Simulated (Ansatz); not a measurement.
Isolated molecules relaxed with PBE0-D4/def2-TZVP in Ansatz; ΔE leaves out vibrations. CCSD(T)/CBS is the MP2 limit (def2-TZVPP, def2-QZVPP) plus CCSD(T) − MP2 in def2-TZVPP, frozen cores. Functionals use def2-TZVPP. B3LYP here is the variant with VWN-RPA as its local correlation; programs differ in this. For Ge outer-core shells are correlated without core-valence functions, which leaves a few kJ/mol of doubt a bond. Scalar relativity is left out up to krypton. Each species was taken in one conformer, which may not be the lowest.

Consider the formal exchange of groups at the Si–Ge bond: `[SiH3][GeH3]` + `C=CCCC=C` → `C=CCC[SiH3]` + `C=[CH][GeH3]`.

| level | ΔE (kcal/mol) | difference from CCSD(T)/CBS |
| --- | --- | --- |
| PBE-D4 | 5.2 | 2.6 |
| r2SCAN-D4 | 4.1 | 1.5 |
| PBE0-D4 | 4.9 | 2.3 |
| B3LYP-D4 | 3.5 | 0.9 |
| ωB97X-V | 3.2 | 0.6 |
| ωB97M-V | 2.5 | -0.1 |
| B2PLYP | 3.1 | 0.5 |
| PBE | 5.6 | 3.0 |
| r2SCAN | 4.2 | 1.6 |
| PBE0 | 5.3 | 2.7 |
| B3LYP | 4.3 | 1.7 |
| HF/def2-TZVPP | 2.8 | 0.2 |
| MP2/def2-TZVPP | 1.4 | -1.2 |
| SCS-MP2/def2-TZVPP | 1.3 | -1.3 |
| CCSD/def2-TZVPP | 2.6 | 0.0 |
| CCSD(T)/def2-TZVPP | 2.4 | -0.2 |
| HF/def2-QZVPP | 2.9 | 0.3 |
| MP2/def2-QZVPP | 1.5 | -1.1 |
| SCS-MP2/def2-QZVPP | 1.4 | -1.2 |
| HF/CBS(def2) | 2.9 | 0.3 |
| MP2/CBS(def2) | 1.6 | -1.0 |
| CCSD/CBS(def2) | 2.8 | 0.2 |
| CCSD(T)/CBS | 2.6 | 0 |

Largest T1 diagnostic among the species: 0.012.

The D4 term adds −0.8 kcal/mol with B3LYP and −0.4 kcal/mol with PBE0; it sums over pairs of atoms, weighted by their polarisabilities, and B3LYP, whose exchange is more repulsive, gets the larger term.
